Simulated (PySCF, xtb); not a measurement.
HfOBr2, SMILES [O]=[Hf]([Br])[Br], multiplicity 1.

Harmonic wavenumbers (cm⁻¹) from GFN2-xTB (xtb) at its own minimum, in rising order: 39, 101, 131, 209, 247, 779.

**Question.** What does PySCF 2.14.0 with PBE-D3(BJ)/def2-SVP give at its own minimum? (An estimate is asked for; the answer gives what the named calculation found.)

**Answer.** 50, 110, 169, 235, 268, 911. Paired by order, the mean absolute difference is 39 cm⁻¹ and the zero-point energies are 2.2 and 2.5 kcal/mol.
